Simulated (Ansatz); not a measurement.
CH6AlFOSi, SMILES `[CH3][AlH][SiH](O)F`. Charge 0, multiplicity 1.

```xyz
11

C     1.8370   -0.5040   -0.6358
Al    0.4866    0.9089   -0.5644
Si   -1.7060    0.4073    0.4861
O    -1.5935   -0.6594    1.7368
F    -2.6352   -0.2283   -0.6715
H     2.6563   -0.2731   -1.3205
H     1.4085   -1.4677   -0.9282
H     2.2755   -0.6480    0.3594
H     0.7943    2.3608   -1.1401
H    -2.4842    1.5352    1.0615
H    -1.0393   -1.4317    1.6166
```

(1) What are the harmonic wavenumbers in cm⁻¹ at PBE0-D4/def2-TZVP (Ansatz, finite differences of forces, unscaled)? (Estimate.)

(2) Is this a minimum?

(3) Give the ideal-gas thermochemistry at 298.15 K and 1 bar (rigid rotor, harmonic oscillator; point group C1, symmetry number 1).

(4) And at 400, 500, 600, 800 and 1000 K?

(5) Rotational constants (cm⁻¹)?

## Answers

(1) Ansatz gave: 29, 36, 82, 121, 233, 294, 315, 369, 385, 559, 626, 651, 740, 769, 817, 841, 887, 916, 1215, 1436, 1442, 1901, 2217, 3029, 3101, 3132, 3922.

(2) Yes, all 27 modes are real.

(3) Zero-point energy 179.8 kJ/mol; H(298) − E = 205.9 kJ/mol; entropy 399.0 J/(mol·K), of which translation 167.3, rotation 116.4, vibration 115.3; G(298) − E = 86.9 kJ/mol. Modes under 100 cm⁻¹ are hindered rotations or soft bends, so the harmonic entropy is rough.

(4) 
```csv
T (K),H − E (kJ/mol),S (J/mol/K),G − E (kJ/mol)
400,220.2,440.2,44.1
500,236.1,475.6,-1.7
600,253.3,507.0,-50.9
800,290.8,560.8,-157.8
1000,331.3,605.9,-274.6
```

(5) 0.1508, 0.05345, 0.04771.
